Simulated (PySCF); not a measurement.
Isomers of C8H11O2P, mass 170.050 u with the commonest isotopes. Method used: PBE0/pcSseg-1 in PySCF (dipole) on a GFN2-xTB geometry, gas phase. One conformer each, none proved a minimum here; rigid rotors.

Task: Order these by rotational constant C, largest first.
A. `[CH:1]#[C:2][CH2:3][P@@:4](=[O:5])([OH:6])[C:7]1=[CH:8][CH2:9][CH2:10][CH2:11]1` with C2–C3–P4–O5 81°, C3–P4–O6–H -138°, C3–P4–C7–C8 130°, C7–C8–C9–C10 9°, C8–C9–C10–C11 -13°, C9–C10–C11–C7 13°, P4–C7–C11–C10 174°
B. `[CH3:1][C:2](=[O:3])[CH2:4][P:5]([CH3:6])[c:7]1[cH:8][cH:9][o:10][cH:11]1` with C1–C2–C4–P5 -76°, C2–C4–P5–C6 -70°, C4–P5–C7–C8 135°
C. `[cH:1]1[cH:2][c:3]([P:4]2[CH2:5][CH2:6][O:7][CH2:8][CH2:9]2)[cH:10][o:11]1` with C2–C3–P4–C5 151°, C3–P4–C5–C6 -156°, P4–C5–C6–O7 65°, C5–C6–O7–C8 -66°, C6–O7–C8–C9 66°
D. `[CH3:1][c:2]1[cH:3][cH:4][cH:5][c:6]([P@@:7]([CH3:8])(=[O:9])[OH:10])[cH:11]1` with C5–C6–P7–C8 -114°, C6–P7–O10–H -111°
E. `[CH3:1][C:2]([CH3:3])([CH3:4])[c:5]1[o:6][c:7]([CH:8]=[O:9])[cH:10][p:11]1` with O6–C7–C8–O9 180°

Result: A (646.2 MHz), D (532.1 MHz), E (516.8 MHz), C (505.8 MHz), B (460.5 MHz).

Task: Order these by dipole moment, smallest first.
A. `[CH:1]#[C:2][CH2:3][P@@:4](=[O:5])([OH:6])[C:7]1=[CH:8][CH2:9][CH2:10][CH2:11]1` with C2–C3–P4–O5 81°, C3–P4–O6–H -138°, C3–P4–C7–C8 130°, C7–C8–C9–C10 9°, C8–C9–C10–C11 -13°, C9–C10–C11–C7 13°, P4–C7–C11–C10 174°
B. `[CH3:1][C:2](=[O:3])[CH2:4][P:5]([CH3:6])[c:7]1[cH:8][cH:9][o:10][cH:11]1` with C1–C2–C4–P5 -76°, C2–C4–P5–C6 -70°, C4–P5–C7–C8 135°
C. `[CH3:1][C:2]([CH3:3])([CH3:4])[c:5]1[o:6][c:7]([CH:8]=[O:9])[cH:10][p:11]1` with O6–C7–C8–O9 180°
D. `[CH3:1][c:2]1[cH:3][cH:4][cH:5][c:6]([P@@:7]([CH3:8])(=[O:9])[OH:10])[cH:11]1` with C5–C6–P7–C8 -114°, C6–P7–O10–H -111°
E. `[CH3:1][C:2]#[C:3][P@:4](=[O:5])([OH:6])[C:7]1=[CH:8][CH2:9][CH2:10][CH2:11]1` with C3–P4–O6–H 119°, C3–P4–C7–C8 -120°, C7–C8–C9–C10 10°, C8–C9–C10–C11 -16°, C9–C10–C11–C7 16°, P4–C7–C11–C10 172°
F. `[cH:1]1[cH:2][c:3]([P:4]2[CH2:5][CH2:6][O:7][CH2:8][CH2:9]2)[cH:10][o:11]1` with C2–C3–P4–C5 151°, C3–P4–C5–C6 -156°, P4–C5–C6–O7 65°, C5–C6–O7–C8 -66°, C6–O7–C8–C9 66°

Result: F (0.56 D), B (1.97 D), A (2.94 D), D (3.39 D), E (3.64 D), C (3.95 D).

Task: Order these by rotational constant B, smallest first.
A. `[CH3:1][C:2]#[C:3][P@:4](=[O:5])([OH:6])[C:7]1=[CH:8][CH2:9][CH2:10][CH2:11]1` with C3–P4–O6–H 119°, C3–P4–C7–C8 -120°, C7–C8–C9–C10 10°, C8–C9–C10–C11 -16°, C9–C10–C11–C7 16°, P4–C7–C11–C10 172°
B. `[CH:1]#[C:2][CH2:3][P@@:4](=[O:5])([OH:6])[C:7]1=[CH:8][CH2:9][CH2:10][CH2:11]1` with C2–C3–P4–O5 81°, C3–P4–O6–H -138°, C3–P4–C7–C8 130°, C7–C8–C9–C10 9°, C8–C9–C10–C11 -13°, C9–C10–C11–C7 13°, P4–C7–C11–C10 174°
C. `[cH:1]1[cH:2][c:3]([P:4]2[CH2:5][CH2:6][O:7][CH2:8][CH2:9]2)[cH:10][o:11]1` with C2–C3–P4–C5 151°, C3–P4–C5–C6 -156°, P4–C5–C6–O7 65°, C5–C6–O7–C8 -66°, C6–O7–C8–C9 66°
D. `[CH3:1][C:2](=[O:3])[CH2:4][P:5]([CH3:6])[c:7]1[cH:8][cH:9][o:10][cH:11]1` with C1–C2–C4–P5 -76°, C2–C4–P5–C6 -70°, C4–P5–C7–C8 135°
E. `[CH3:1][C:2]([CH3:3])([CH3:4])[c:5]1[o:6][c:7]([CH:8]=[O:9])[cH:10][p:11]1` with O6–C7–C8–O9 180°

Result: D (502.4 MHz), C (564.0 MHz), E (620.5 MHz), A (638.1 MHz), B (809.9 MHz).

```json
{"SMILES": "CC(C)(C)c1oc(C=O)cp1", "point group": "Cs", "Ia (u·Å²)": "273.43", "Ib (u·Å²)": "814.48", "Ic (u·Å²)": "977.98", "κ": "-0.84", "μa (D)": "3.85", "μb (D)": "0.87", "μc (D)": "0.00"}
{"SMILES": "CC#C[P@](=O)(O)C1=CCCC1", "point group": "C1", "Ia (u·Å²)": "394.66", "Ib (u·Å²)": "791.98", "Ic (u·Å²)": "973.51", "κ": "-0.69", "μa (D)": "0.05", "μb (D)": "3.48", "μc (D)": "1.07"}
{"SMILES": "Cc1cccc([P@@](C)(=O)O)c1", "point group": "C1", "Ia (u·Å²)": "278.46", "Ib (u·Å²)": "804.20", "Ic (u·Å²)": "949.87", "κ": "-0.85", "μa (D)": "2.70", "μb (D)": "1.93", "μc (D)": "0.67"}
{"SMILES": "c1cc(P2CCOCC2)co1", "point group": "C1", "Ia (u·Å²)": "206.90", "Ib (u·Å²)": "896.14", "Ic (u·Å²)": "999.20", "κ": "-0.94", "μa (D)": "0.39", "μb (D)": "0.39", "μc (D)": "0.08"}
{"SMILES": "CC(=O)CP(C)c1ccoc1", "point group": "C1", "Ia (u·Å²)": "222.55", "Ib (u·Å²)": "1005.86", "Ic (u·Å²)": "1097.40", "κ": "-0.95", "μa (D)": "1.63", "μb (D)": "0.68", "μc (D)": "0.88"}
{"SMILES": "C#CC[P@@](=O)(O)C1=CCCC1", "point group": "C1", "Ia (u·Å²)": "399.86", "Ib (u·Å²)": "623.99", "Ic (u·Å²)": "782.04", "κ": "-0.47", "μa (D)": "2.20", "μb (D)": "0.45", "μc (D)": "1.90"}
```
